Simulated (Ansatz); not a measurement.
Cost and result for the atomization energy of CH₂B₂F₂O, SMILES `FB1COB1F` (8 atoms, 8 bonds).

Charge 0, multiplicity 1. The structure was optimised at the PBE0-D4/def2-TZVP level. Program: Ansatz. All runs use 2 threads of an Intel Xeon Platinum 8488C on a shared host. Times are those of one run each, without the atoms' runs, and a repeat can differ threefold. Electronic energies, without spin–orbit coupling; frozen cores. CCSD(T)/CBS adds CCSD(T) − MP2 in def2-TZVPP to the MP2 limit, and its time is that of the two runs behind it. T1 = 0.015. HSE06 is the plane-wave form, built on full-range PBE exchange.

CCSD(T)/CBS is a level of theory with its own doubt, some kJ/mol a heavy atom from the limit and from the frozen cores, so smaller differences don't rank the functionals.

```json
{"level": "CCSD(T)/def2-TZVPP", "functions": "214", "atomization (kcal/mol)": "837.3", "difference from CCSD(T)/CBS": "-21.3", "per bond": "-2.7"}
{"level": "MP2/def2-QZVPP", "functions": "402", "atomization (kcal/mol)": "887.1", "difference from CCSD(T)/CBS": "28.5", "per bond": "3.6"}
{"level": "LDA (SPW92)/def2-TZVPP", "functions": "214", "atomization (kcal/mol)": "1013.4", "difference from CCSD(T)/CBS": "154.8", "per bond": "19.4"}
{"level": "r2SCANh-D4/def2-TZVPP", "functions": "214", "atomization (kcal/mol)": "862.8", "difference from CCSD(T)/CBS": "4.2", "per bond": "0.5"}
{"level": "PBE0-D4/def2-TZVPP", "functions": "214", "atomization (kcal/mol)": "869.7", "difference from CCSD(T)/CBS": "11.1", "per bond": "1.4"}
{"level": "BLYP-D4/def2-TZVPP", "functions": "214", "atomization (kcal/mol)": "866.6", "difference from CCSD(T)/CBS": "8.0", "per bond": "1.0"}
{"level": "CCSD(T)/CBS(def2)", "functions": "–", "atomization (kcal/mol)": "858.6", "difference from CCSD(T)/CBS": "0.0", "per bond": "0.0"}
{"level": "B2PLYP/def2-TZVPP", "functions": "214", "atomization (kcal/mol)": "857.1", "difference from CCSD(T)/CBS": "-1.5", "per bond": "-0.2"}
{"level": "CCSD(T)/def2-SVP", "functions": "94", "atomization (kcal/mol)": "824.9", "difference from CCSD(T)/CBS": "-33.7", "per bond": "-4.2"}
{"level": "PBE-QIDH/def2-TZVPP", "functions": "214", "atomization (kcal/mol)": "862.4", "difference from CCSD(T)/CBS": "3.8", "per bond": "0.5"}
{"level": "PBE-D4/def2-TZVPP (with forces)", "functions": "214", "atomization (kcal/mol)": "895.4", "difference from CCSD(T)/CBS": "36.8", "per bond": "4.6"}
{"level": "HSE06-D4/def2-TZVPP", "functions": "214", "atomization (kcal/mol)": "870.6", "difference from CCSD(T)/CBS": "12.0", "per bond": "1.5"}
{"level": "CAM-B3LYP-D4/def2-TZVPP", "functions": "214", "atomization (kcal/mol)": "870.0", "difference from CCSD(T)/CBS": "11.4", "per bond": "1.4"}
```

Problem. Order the runs by time, with rough figures. (Estimate.)

Solution. Computed: LDA (SPW92)/def2-TZVPP 1.1 s; BLYP-D4/def2-TZVPP 1.5 s; PBE-D4/def2-TZVPP (with forces) 1.9 s; PBE0-D4/def2-TZVPP 2.1 s; HSE06-D4/def2-TZVPP 2.5 s; CAM-B3LYP-D4/def2-TZVPP 2.5 s; r2SCANh-D4/def2-TZVPP 3.4 s; CCSD(T)/def2-SVP 4.6 s; B2PLYP/def2-TZVPP 5 s; PBE-QIDH/def2-TZVPP 6.5 s; MP2/def2-QZVPP 18 s; CCSD(T)/def2-TZVPP 92 s; CCSD(T)/CBS(def2) 110 s.

From PBE to PBE0 (25 % exact exchange), in def2-TZVPP and without D4, the atomization energy moves by −25.1 kcal/mol: exact exchange takes away binding that semilocal exchange gives to molecules. The D4 term adds +5.1 kcal/mol with B3LYP and +2.6 kcal/mol with PBE0; it sums over pairs of atoms, weighted by their polarisabilities, and B3LYP, whose exchange is more repulsive, gets the larger term. Leaving LDA and LC-ωPBE aside and taking each functional with its dispersion term where it has one, the values, not all of them listed here, spread over 68.8 kcal/mol, from BHLYP-D4 to PBE-D4. LDA lies +121.2 kcal/mol from PBE without D4, its usual overbinding.

B3LYP here is the variant with VWN-RPA as its local correlation; programs differ in this.
